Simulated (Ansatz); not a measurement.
An input meant for ZnMeH (CH4Zn) (charge 0, singlet; atoms displaced at random, 0.15 Å in each coordinate).

```yaml
crystal:
  periodic: [false, false, false]
  atoms:
    - {symbol: Zn, position_ang: [0.006975, -0.219481, -1.194707]}
    - {symbol: C, position_ang: [-0.153406, 0.034707, 0.714477]}
    - {symbol: H, position_ang: [-0.356075, 0.647181, 1.205227]}
    - {symbol: H, position_ang: [0.996243, 0.068959, 0.856891]}
    - {symbol: H, position_ang: [-0.431381, -0.984402, 1.079877]}
    - {symbol: H, position_ang: [-0.003755, 0.027708, -2.719558]}
basis:
  gaussian: {orbitals: "6-31G*", final_grid: {core_spheres: 8, valence_spheres: 7, degree: 23}}
total_charge: 3
magnetization: {spin_polarized: true, initial_magnetization: 1}
hamiltonian: {xc: {name: revPBE0}}
```

```sh
$ ansatz run in.yaml --threads 4 --pin off --events-out ev --progress --plain --max-ram 3916MiB
```

Output, abridged:

```
Functional definition: revPBE0
  name "revPBE0"
  cite "Zhang & Yang, Phys. Rev. Lett. 80, 890 (1998) doi:10.1103/PhysRevLett.80.890"
  cite "Adamo & Barone, J. Chem. Phys. 110, 6158 (1999) doi:10.1063/1.478522"
  cite "Perdew, Burke & Ernzerhof, Phys. Rev. Lett. 77, 3865 (1996) doi:10.1103/PhysRevLett.77.3865"
  parameter a = 0.25
  parameter kappa = 1.245
  parameter beta = 0.06672455060314922
  exchange = (1 - a)*pbe_x(kappa = kappa, mu = beta*pi^2/3) + a*exact_x
  correlation = pbe_c(beta = beta)
595 factors; integrals over basis functions are off by at most 9.1e-4 eV
mean field evaluation 1: about -49382.4107 eV, gradient 1.1e2 eV
mean field evaluation 2: about -49138.0172 eV, gradient 1.7e2 eV
mean field evaluation 4: about -49428.9513 eV, gradient 4.4e1 eV
mean field evaluation 8: about -49451.9997 eV, gradient 4.4e0 eV
mean field evaluation 16: about -49452.1288 eV, gradient 8.1e-2 eV
mean field evaluation 32: about -49452.1416 eV, gradient 1.2e-1 eV
mean field -49452.18793404 eV, -1817.3343866789 hartree, gradient 2.1e-5 eV, S^2 1.021608; 3 other end points of the search recorded, 0 dependent functions left out
reference -49452.18798785 eV, -1817.3343886564 hartree; 19, 18 occupied and 40, 41 virtual orbitals, 595 factors
Total energy: -49452.18798785 eV, -1817.3343886564 hartree
```

Q: What is wrong with this run?

A: The charge is far from what the species holds (3 typed, 0 meant). Self-consistency was reached. The result belongs to that input, not to the species as meant. The charge 3 doublet is spin-contaminated (final ⟨S²⟩ up to 1.02, 0.75 for a pure state).
